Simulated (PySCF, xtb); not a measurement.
(2R)-but-3-ene-1,2-diamine (C₄H₁₀N₂), SMILES C=C[C@@H](N)CN. The values are those of a single conformer.

Harmonic wavenumbers (cm⁻¹) from xtb 6.7.1 with GFN2-xTB at its own minimum, in rising order: 41, 79, 237, 242, 285, 318, 374, 384, 599, 677, 830, 870, 897, 920, 961, 973, 1025, 1050, 1072, 1134, 1162, 1182, 1252, 1304, 1317, 1325, 1325, 1417, 1460, 1560, 1568, 1709, 2937, 2963, 2980, 3029, 3097, 3120, 3375, 3389, 3415, 3426.

### Question
What does PBE-D3(BJ)/def2-SVP (PySCF) give at its own minimum? (Estimate from the structure and the level; the computed values follow.)

### Answer
85, 113, 235, 241, 305, 338, 368, 401, 611, 677, 784, 797, 835, 881, 893, 945, 990, 1040, 1059, 1126, 1164, 1184, 1241, 1276, 1322, 1326, 1341, 1384, 1394, 1572, 1578, 1661, 2964, 2975, 3028, 3037, 3063, 3160, 3381, 3414, 3465, 3506. Paired by order, the mean absolute difference is 26 cm⁻¹ and the zero-point energies are 87.6 and 87.4 kcal/mol.
